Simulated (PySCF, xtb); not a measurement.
BH7OSi2, SMILES OB([SiH3])[SiH3]. One conformer was computed; it need not be the lowest.

Harmonic wavenumbers (cm⁻¹) from GFN2-xTB in xtb 6.7.1 at its own minimum, in rising order: 50, 57, 133, 221, 253, 404, 407, 462, 532, 577, 710, 792, 802, 814, 818, 820, 831, 835, 1069, 1257, 2125, 2179, 2185, 2222, 2223, 2226, 3504.

Q: What does PBE-D3(BJ)/def2-SVP run with PySCF 2.14.0 give at its own minimum? (Estimate from the structure and the level; the computed values follow.)

A: 21, 77, 123, 231, 245, 393, 423, 453, 574, 623, 697, 751, 841, 857, 897, 897, 903, 905, 1091, 1314, 2111, 2134, 2139, 2147, 2151, 2154, 3660. Paired by order, the mean absolute difference is 44 cm⁻¹ and the zero-point energies are 40.8 and 41.2 kcal/mol.
